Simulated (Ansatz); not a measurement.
Geometry optimisation, RKS r2SCAN/def2-SVP (Ansatz 0.2.0).

Input:

```yaml
crystal:
  periodic: [false, false, false]
  atoms:
    - { symbol: Ta, position_ang: [-0.482443, 0.466535, -0.137774] }
    - { symbol: Cl, position_ang: [3.076394, -0.395716, -0.311493] }
    - { symbol: F, position_ang: [0.049378, 0.719048, 1.646597] }
    - { symbol: F, position_ang: [-0.388238, 0.356055, -2.012943] }
    - { symbol: Cl, position_ang: [-2.483185, 1.554408, -0.006215] }
    - { symbol: F, position_ang: [-0.385819, -1.383028, 0.026125] }
    - { symbol: H, position_ang: [0.922152, 1.53853, -0.416114] }
    - { symbol: H, position_ang: [2.65806, 0.86357, -0.454383] }
basis:
  gaussian: { orbitals: def2-SVP }
hamiltonian:
  xc: r2scan
relax:
  f_tol: 0.03
  max_steps: 50
```

Launched with:

```bash
$ ansatz run input.yaml --threads 4 --pin off --max-ram 5120MiB --backend cpu --events-out ev --progress --plain --runs-dir out
```

Task: Where does it end, and by what steps?

Result: The forces met the threshold. After 10 steps the energy has fallen by 0.149 eV; Cl2 moved furthest, 0.60 Å. Joined: Ta1–Cl2 (3.67 → 3.00 Å).

| step | energy less start (eV) | largest force component (eV/Å) | accepted |
| --- | --- | --- | --- |
| 0 | 0.0000 | 1.054 | yes |
| 1 | -0.0373 | 1.115 | yes |
| 2 | -0.0393 | 1.832 | yes |
| 3 | -0.1137 | 0.303 | yes |
| 4 | -0.0646 | 1.702 | no |
| 5 | -0.1332 | 0.206 | yes |
| 6 | -0.1421 | 0.477 | yes |
| 7 | -0.1461 | 0.165 | yes |
| 8 | -0.1412 | 0.544 | no |
| 9 | -0.1481 | 0.081 | yes |
| 10 | -0.1487 | 0.024 | yes |

```xyz
8
Properties=species:S:1:pos:R:3
Ta -0.382 0.483 -0.138
Cl 2.478 -0.416 -0.326
F 0.080 0.752 1.668
F -0.292 0.366 -2.016
Cl -2.474 1.390 -0.021
F -0.238 -1.384 0.042
H 0.783 1.781 -0.392
H 3.012 0.749 -0.483
```

Whether the end is a true minimum wasn't checked by a vibrational analysis.

The run took 45 s on 4 threads of Arm Neoverse V1, on a shared host, peak memory 0.22 GiB.
